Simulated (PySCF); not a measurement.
**Radial density of Mn (manganese, neutral)**

UHF, [Ar] 3d4 4s2 5s1, high-spin 6D determinant (an excited configuration). Computed with PySCF 2.14 in aug-cc-pwCVTZ (10s9p7d4f3g, 127 functions), with the non-relativistic Hamiltonian (point nucleus).

| r (bohr) | 4πr²ρ (e/bohr) | 4πr²(ρα − ρβ) |
| --- | --- | --- |
| 0.00108 | 0.1476 | 0.0000 |
| 0.00182 | 0.4023 | 0.0000 |
| 0.00306 | 1.070 | 0.0001 |
| 0.00515 | 2.726 | 0.0002 |
| 0.00867 | 6.473 | 0.0006 |
| 0.0146 | 13.65 | 0.0010 |
| 0.0245 | 23.62 | 0.0013 |
| 0.0413 | 29.86 | -0.0003 |
| 0.0694 | 25.56 | -0.0039 |
| 0.117 | 24.65 | 0.0181 |
| 0.196 | 33.17 | 0.2444 |
| 0.330 | 18.78 | 1.2646 |
| 0.555 | 12.55 | 3.2698 |
| 0.934 | 12.39 | 3.4175 |
| 1.57 | 3.017 | 1.2686 |
| 2.64 | 0.9997 | 0.1390 |
| 4.45 | 0.2122 | 0.0121 |
| 7.48 | 0.1621 | 0.1586 |
| 12.6 | 0.04052 | 0.0405 |
| 21.2 | 5.316e-05 | 0.0001 |

The outer electron is Rydberg-like, and this basis confines it to a smaller radius and binds it less than a complete one would.

Question: Where is the radial spin density 4πr²(ρα − ρβ) most negative, and why is it negative at all?

Answer: Around r = 0.0694 bohr, down to -0.0039 e/bohr: exchange with the open shell polarises the paired shells in an unrestricted calculation.
